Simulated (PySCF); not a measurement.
**Question.** Give a PBE0-D3(BJ)/def2-SVP geometry of InChI=1S/C5H9NO/c1-5(2,3)6-4-7/h1-3H3.

**Answer.** 
```
atom  x, y, z in Å
C1    -0.1233   -0.9723    1.4743
C2    -0.0394   -0.1354    0.1962
C3    -0.1090    1.3569    0.5264
C4    -1.1643   -0.5182   -0.7638
N5     1.2147   -0.4122   -0.4678
C6     2.4076   -0.3947   -0.3609
O7     3.5802   -0.4207   -0.3659
H8    -0.0215   -2.0421    1.2423
H9    -1.0917   -0.8149    1.9727
H10    0.6757   -0.6917    2.1772
H11   -1.0651    1.5968    1.0154
H12    0.7075    1.6438    1.2062
H13   -0.0256    1.9602   -0.3894
H14   -1.1172   -1.5900   -1.0056
H15   -1.0778    0.0488   -1.7018
H16   -2.1440   -0.3034   -0.3124
```

Any rigid rotation of these coordinates is as good. Atoms count from 1 in this order. N5 (isocyanate nitrogen) is bent (angle 145.1°). The 2 C–N bonds span 1.198 Å (N5=C6, drawn double) to 1.446 Å (C2–N5, drawn single), a spread of 0.248 Å. All 3 C–C bonds measure 1.528 to 1.530 Å.

Bonds between heavy atoms (Å): C1–C2 1.530, C2–C3 1.530, C2–C4 1.528, C2–N5 1.446, N5=C6 1.198, C6=O7 1.173.

The calculation used PBE0-D3(BJ)/def2-SVP geometry optimisation, gas phase in PySCF 2.14.0.

Point group: Cs (tolerance 0.08 Å). No PBE0-D3(BJ)/def2-SVP frequencies stand behind this structure, so it isn't proved a minimum.
